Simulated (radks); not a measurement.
Task: Spherical jellium clusters: N electrons in a uniform positive sphere of charge N and radius rs N^(1/3), rs unknown. Calculated with a radial shooting solver with Libxc functionals: non-relativistic Kohn-Sham, LDA (Slater exchange, Perdew-Wang correlation), spin-polarised, spherical densities. Levels are named by radial order and angular momentum (1s, 1p, 1d, 2s, ...), and open shells are averaged over m. Each electron was tried in the lowest free levels, single moves between levels near the top were tried too, and the lowest total energy was kept; such a search can miss a lower state. IP is vertical, at fixed background; rs is in bohr. The values of IP (eV) for N = 2 to 12 are 4.316, 3.309, 3.668, 3.854, 3.505, 3.694, 3.813, 3.006, 3.165, 3.287, 3.384. Estimate rs.

Result: rs = 5.17 bohr. A metal sphere has IP near W + 1/(2R) hartree with R = rs N^(1/3), and both terms fall as rs grows; shell closures ride on that trend.
